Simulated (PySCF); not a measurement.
An unknown is described by computed data only.

Formula: C4H7NOS2.

* UV, first state: lowest singlet excitation: 4.69 eV (265 nm, f = 0.004) [TDDFT PBE0/def2-SVPD]
* 13C NMR: chemical shifts (computed TMS as zero) by class: 170.6 (1 C), 59.7 (1 C), 44.0 (2 C) ppm [GIAO PBE0/pcSseg-1]
* Triplet: lowest triplet excitation (Tamm–Dancoff): 4.20 eV [TDA PBE0/def2-SVPD]
* Dipole: 2.33 D [PBE0/def2-SVPD]
* Rotational structure: rotational constants A, B, C: 2.074, 1.369, 1.064 GHz [GFN2-xTB]
* UV, strongest line: among the 6 lowest singlet transitions: S4 at 5.27 eV (235 nm, f = 0.012) [TDDFT PBE0/def2-SVPD]
* Polarisability: 95.4 au [PBE0/def2-SVPD]

The electronic properties come from PySCF, for the isolated species, density fitting. Levels stand in brackets. The structure is a single GFN2-xTB conformer in the gas phase; no vibrational or solvent corrections. Each NMR value is the plain mean over a class of atoms that symmetry, rotation or inversion makes alike.

Problem. Give a SMILES that accounts for the data.

Solution. Numbering: `[NH2:1][C:2](=[O:3])[CH:4]1[S:5][CH2:6][CH2:7][S:8]1`. Its formula, C4H7NOS2, gives 2 degrees of unsaturation: 1 ring and 1 π bond in the structure found. 4 carbons fall into 3 classes; from least to most shielded: amide carbonyl carbon [C2] (170.6 ppm), ring sp3 carbon bound to sulfur [C4] (59.7 ppm), ring sp3 carbon bound to sulfur [C6/C7] (44.0 ppm, 2 C). S1 is mainly HOMO→LUMO (weight 0.74); the largest Löwdin shares of the orbital it empties are 0.40 on a sulfide sulfur, 0.34 on a sulfide sulfur and 0.06 on each of 2 atoms of one kind (sp3 carbon bound to sulfur), of the orbital it fills 0.39 on a sulfide sulfur, 0.11 on an sp3 carbon bound to sulfur, 0.11 on the amide carbonyl carbon and 0.09 on a sulfide sulfur. The optimised geometry has point group C1 and is an asymmetric top. Structure: `NC(=O)C1SCCS1`. The assignments are read from this structure; whether some other isomer fits the data as well wasn't checked.
